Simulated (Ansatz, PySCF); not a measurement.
C4H3S, SMILES c1[c]csc1, multiplicity 2. Atoms are numbered in the order given.

```xyz
8

C      1.0500    -1.0380     0.0000
C      1.2713     0.2970     0.0000
S     -0.2812     1.1105     0.0000
C     -1.1411    -0.3951     0.0000
C     -0.2961    -1.4813     0.0000
H      2.1970     0.8693     0.0000
H     -2.2309    -0.3945     0.0000
H     -0.6275    -2.5198     0.0000
```
Charge 0, spin multiplicity 2.

Coordinates come from a B3LYP-D3(BJ)/def2-SVP optimisation. The isomer is the one that the SMILES or the coordinates give; other isomers of the formula were not compared.

Two levels are set side by side: PBE-D3(BJ)/def2-SVP (Ansatz, a first-principles code) and B3LYP-D3(BJ)/def2-SVP (PySCF). Each level has its own optimised geometry; the coordinates shown are those of the second. Frequencies come from the Hessian of PySCF at each geometry. Differences are taken from unrounded values.

```csv
quantity,B3LYP-D3(BJ)
mean bond length (Å),1.363
bond C1–C2 (Å),1.353
bond C1–C5 (Å),1.417
bond C2–S3 (Å),1.753
bond S3–C4 (Å),1.734
bond C4–C5 (Å),1.376
bond C2–H6 (Å),1.088
bond C4–H7 (Å),1.090
bond C5–H8 (Å),1.090
highest harmonic wavenumber (cm⁻¹),3258
mean harmonic wavenumber (cm⁻¹),1313
zero-point energy (kcal/mol),33.78
```

What does PBE-D3(BJ) give, and how far is it from B3LYP-D3(BJ)? (An estimate is asked for; the answer gives what the named calculation found.)


```tsv
quantity	PBE-D3(BJ)	PBE-D3(BJ) minus B3LYP-D3(BJ)
mean bond length (Å)	1.368	0.006
bond C1–C2 (Å)	1.362	0.009
bond C1–C5 (Å)	1.417	0.000
bond C2–S3 (Å)	1.754	0.002
bond S3–C4 (Å)	1.735	0.002
bond C4–C5 (Å)	1.386	0.010
bond C2–H6 (Å)	1.096	0.008
bond C4–H7 (Å)	1.098	0.008
bond C5–H8 (Å)	1.098	0.008
highest harmonic wavenumber (cm⁻¹)	3196	-62
mean harmonic wavenumber (cm⁻¹)	1278	-35
zero-point energy (kcal/mol)	32.88	-0.89
```

Exact exchange shortens and stiffens bonds; PBE has none. Differences between two approximate levels are no errors against the true value.
